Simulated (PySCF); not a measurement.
# Br: a base run and its variants

Base input, run as `OMP_NUM_THREADS=1 python input.py` with PySCF 2.14:

```python
from pyscf import gto, dft

mol = gto.M(
    atom='Br 0 0 0',
    basis='jorge-dzp',
    charge=0,
    spin=1,
    verbose=3,
)
mf = dft.ROKS(mol, xc='pw6b95')
mf.kernel()
mf.dip_moment()
print('orbital energies (hartree):', mf.mo_energy[..., max(0, mol.nelec[1]-3):mol.nelec[0]+3].round(4))
```

Base result: E(SCF) = -2575.160862 Eh. No search for the lowest solution was made.

Hardware: Arm Neoverse V2, 1 thread, shared host. Wall time 2.1 s, peak memory 0.16 GiB.

Each row names what differs from the base; energies in brackets are changes from the base.

| change | result | wall time (s) |
| --- | --- | --- |
| electric field along z (a.u.): none → 0.2 [unsound on purpose] | E(SCF) = -2575.266535 Eh (-2.8755 eV) | 2.1 |
| smearing width (hartree): none → 0.2 [unsound on purpose] [smearing does not keep the typed spin] | E(SCF) = -2574.824855 Eh (+9.1432 eV) | 1.7 |
| damping: none → 0.2 | stops with NotImplementedError (ROHF Fock-damping) | 1.1 |
| basis set: jorge-dzp → cc-pcvdz | E(SCF) = -2575.215515 Eh (-1.4872 eV) | 2.1 |
| step after the SCF: none → ccsd(t); SCF type: ROKS → ROHF; functional: pw6b95 → none (Hartree–Fock); frozen orbitals: default → 9 | E(SCF) = -2572.313149 Eh, E(CCSD) − E(SCF) = -0.32494 Eh, (T) = -0.00215 Eh | 3.1 |
| functional: pw6b95 → lda,vwn | not converged: SCF | 3 |
| functional: pw6b95 → b3lyp | E(SCF) = -2574.060682 Eh | 1.5 |
| basis set: jorge-dzp → sapporo-dkh3-dzp-2012; spin-free X2C: off → on | E(SCF) = -2607.353424 Eh | 2.3 |
| functional: pw6b95 → hf,lyp | E(SCF) = -2574.001445 Eh | 1.4 |
| PCM solvent, dielectric constant: none → 78.36 | E(SCF) = -2575.162396 Eh (-0.0417 eV) | 2.6 |
| step after the SCF: none → cisd; SCF type: ROKS → ROHF; functional: pw6b95 → none (Hartree–Fock); frozen orbitals: default → 9 | E(SCF) = -2572.313149 Eh, E(CISD) − E(SCF) = -0.31675 Eh | 1.5 |
| spin (2S): 1 → 3 [a high spin state] | E(SCF) = -2574.448965 Eh (+19.3717 eV) | 2 |
| Cartesian functions: off → on | E(SCF) = -2575.176337 Eh (-0.4211 eV) | 2.2 |
| step after the SCF: none → eomee; SCF type: ROKS → ROHF; functional: pw6b95 → none (Hartree–Fock); frozen orbitals: default → 0; number of roots: default → 3 | E(SCF) = -2572.313149 Eh, E(CCSD) − E(SCF) = -0.59403 Eh, excitation roots 0.000, 0.001, 0.001 eV | 28 |
| basis set: jorge-dzp → tzvp-def2 [unsound on purpose] | stops with BasisNotFoundError (tzvp-def2) | 0.62 |
| point-group symmetry: off → on | E(SCF) = -2575.160672 Eh (+0.0052 eV) | 2.1 |
| spin (2S): 1 → 5 [a high spin state] | E(SCF) = -2573.655948 Eh (+40.9508 eV) | 1.9 |
| second-order solver: off → on | E(SCF) = -2575.160862 Eh (+0.0000 eV) | 3.5 |
| charge: 0 → 2 [another spin of the ion may lie lower] | E(SCF) = -2573.843784 Eh (+35.8395 eV) | 2.1 |
| functional: pw6b95 → hcth407 | not converged: SCF | 4.7 |
| step after the SCF: none → stability; SCF type: ROKS → UKS | E(SCF) = -2575.161053 Eh (-0.0052 eV), ⟨S²⟩ = 0.750, internal stable; real -> complex unstable | 8.5 |

Question: Order these changes by how far they move the SCF energy from the base, largest first: (1) Cartesian functions: off → on; (2) PCM solvent, dielectric constant: none → 78.36; (3) point-group symmetry: off → on.

Answer: (1) -0.4211 eV, (2) -0.0417 eV, (3) +0.0052 eV.
